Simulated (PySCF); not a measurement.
Compound: C2H10N2Si.
SMILES: `CC[SiH](N)N`

Computed, not measured: PySCF 2.14.0, density-fitted response routines, TDDFT CAM-B3LYP/def2-SVPD, vertical, gas phase, core orbitals frozen in the response. Geometry: GFN2-xTB, one conformer, isolated molecule. Torsions of this conformer, `[CH3:1][CH2:2][SiH:3]([NH2:4])[NH2:5]`: C1–C2–Si3–N4 -62°, H–N4–Si3–C2 60°, H–N4–Si3–C2 -74°, H–N5–Si3–C2 -51°, H–N5–Si3–C2 175°.

```csv
state,E (eV),ν̃ (cm⁻¹),f,|μ| (D),"main configurations (H = HOMO, L = LUMO)"
S1,6.61,53340,0.040,1.26,"H→L (50%), H→L+1 (15%), H→L+2 (14%)"
S2,6.68,53870,0.029,1.07,"H-1→L (38%), H-1→L+1 (28%), H→L (20%)"
S3,7.18,57950,0.0020,0.27,"H→L+1 (55%), H-1→L (14%), H→L (10%)"
S4,7.54,60810,0.0080,0.53,"H→L+2 (38%), H→L (15%), H-1→L+1 (14%)"
S5,7.71,62160,0.040,1.17,"H→L+2 (30%), H-1→L+1 (24%), H-1→L+2 (19%)"
S6,8.08,65150,0.028,0.96,"H→L+3 (46%), H-1→L+2 (15%)"
S7,8.14,65650,0.026,0.92,"H-1→L+2 (33%), H→L+3 (21%)"
S8,8.45,68160,0.029,0.95,"H→L+6 (28%), H→L+4 (25%), H→L+5 (19%)"
```

Triplets, Tamm–Dancoff:

| state | E (eV) | λ (nm) | main configurations (H = HOMO, L = LUMO) |
| --- | --- | --- | --- |
| T1 | 6.28 | 197.5 | H→L (35%), H→L+1 (19%), H-1→L (17%) |
| T2 | 6.34 | 195.7 | H-1→L+1 (35%), H-1→L (29%), H→L (21%) |
| T3 | 7.00 | 177.2 | H→L+1 (55%), H-1→L (13%), H→L (9%) |

The lowest singlet lies at 6.61 eV (187 nm, vacuum ultraviolet) and is of moderate strength; its leading configuration is HOMO→LUMO (50%). The largest oscillator strength of a single state is 0.040. Löwdin shares by element: HOMO nitrogen 38% or more, carbon 17% or more, silicon 14%, hydrogen 7% or more (atoms not listed hold the other 24%); LUMO silicon 32%, hydrogen 22% or more (atoms not listed hold the other 45%). The listed states span 1.84 eV, and the widest gap between neighbours is 0.51 eV (S2 to S3). The oscillator strengths of these states sum to 0.203; summed over the whole spectrum of an exact calculation they would give the number of electrons, 50 (Thomas–Reiche–Kuhn). Orbital energies (eV): HOMO-3 -11.00, HOMO-2 -10.26, HOMO-1 -8.84, HOMO -8.49, LUMO 1.22, LUMO+1 1.55, LUMO+2 2.02. No computed singlet lies in the visible range (380 to 750 nm); the lowest, at 187 nm, stands 3.35 eV above its violet end (3.26 eV). Only the lowest 8 singlets were computed, as vertical energies without vibronic structure.

Without π bonds the low states are Rydberg-like; a valence basis with one diffuse set may place them up to an eV too high.
